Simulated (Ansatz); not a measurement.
Geometry optimisation, Ansatz 0.2.0, RKS BHLYP-D4/def2-SVP.

Input file:

```yaml
crystal:
  periodic: [false, false, false]
  atoms:
    - { symbol: Si, position_ang: [0.382529, 0.554505, -0.311874] }
    - { symbol: H, position_ang: [-0.081741, -0.227784, 2.206955] }
    - { symbol: Cl, position_ang: [1.876615, -0.23494, -1.479282] }
    - { symbol: Cl, position_ang: [-1.006003, 1.508887, -1.477596] }
    - { symbol: H, position_ang: [-0.279643, -0.579669, 0.323821] }
    - { symbol: S, position_ang: [1.203766, 2.078023, 0.958535] }
    - { symbol: H, position_ang: [2.276898, 1.355652, 1.31545] }
    - { symbol: H, position_ang: [0.12798, 0.340927, 2.582591] }
basis:
  gaussian: { orbitals: def2-SVP }
hamiltonian:
  xc: { name: BHLYP }
  dispersion: d4
relax:
  f_tol: 0.03
  max_steps: 50
```

Run as:

```bash
$ ansatz run input.yaml --threads 2 --pin off --max-ram 3072MiB --backend cpu --events-out ev --progress --plain --runs-dir out
```

Problem. Where does it end, and by what steps?

Solution. The run converged. The force dipped under the threshold on the way, but the program's further checks kept it going. After 12 steps the energy has fallen by 0.311 eV; H2 moved furthest, 1.12 Å.

| step | energy less start (eV) | largest force component (eV/Å) | accepted |
| --- | --- | --- | --- |
| 0 | 0.0000 | 1.434 | yes |
| 1 | -0.1741 | 0.268 | yes |
| 2 | -0.2461 | 0.164 | yes |
| 3 | -0.2837 | 0.100 | yes |
| 4 | -0.2985 | 0.095 | yes |
| 5 | -0.2985 | 0.096 | no |
| 6 | -0.2988 | 0.051 | yes |
| 7 | -0.3044 | 0.074 | yes |
| 8 | -0.3094 | 0.050 | yes |
| 9 | -0.3104 | 0.014 | yes |
| 10 | -0.3106 | 0.117 | yes |
| 11 | -0.3107 | 0.061 | yes |
| 12 | -0.3110 | 0.003 | yes |

```xyz
8
Properties=species:S:1:pos:R:3
Si 0.476 0.627 -0.604
H -0.230 -0.378 3.311
Cl 1.952 -0.069 -1.848
Cl -0.955 1.601 -1.693
H -0.124 -0.537 0.055
S 1.239 2.067 0.757
H 2.194 1.255 1.239
H -0.052 0.230 2.902
```

Run time: 28 s on 2 threads of Arm Neoverse V1, on a shared host, peak memory 0.2 GiB.
